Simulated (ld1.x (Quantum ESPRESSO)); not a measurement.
**LDA (PZ) TM semilocal dataset for O, non-relativistic all-electron reference.**

```json
{
 "Element": "O (Z = 8)",
 "Generator": "ld1.x (Quantum ESPRESSO) 7.5",
 "Type": "norm-conserving Troullier–Martins (semilocal form)",
 "Functional": "LDA (PZ)",
 "Relativity": "non-relativistic",
 "Frozen core": "[He]",
 "Valence charge": "6",
 "Reference configuration": "2s2 2p4",
 "Partial waves": "2p (bound): rc 0.95 bohr; 2s (bound): rc 0.65 bohr",
 "Local potential": "the s channel",
 "Core correction": "Bessel-smoothed model core inside 0.65 bohr"
}
```

Poles of the logarithmic derivatives, all-electron (AE) and pseudo (PS). s: poles at no energy (AE) and no energy (PS) Ry. p: poles at 4.6 (AE) and 4.7 (PS) Ry. Test radius 1.05 bohr.

- Cutoffs needed: 160 Ry and 300 Ry (the cutoffs (Ry, on a coarse ladder) from which the occupation-weighted sum of valence levels, in a spherical-Bessel basis at the reference potential, stays within 10 and 1 mRy of its value at 400 Ry)
- Ghost test: no extra level below or beside the all-electron valence levels (p, s tested); the semilocal form is local in each channel, so this says nothing of the separable form that plane-wave codes build from it (spherical-Bessel basis up to 400 Ry, 20 bohr box)
- Largest excitation error: +429 meV (all-electron minus pseudo) for 2s2 2p0, out of 7 test configurations
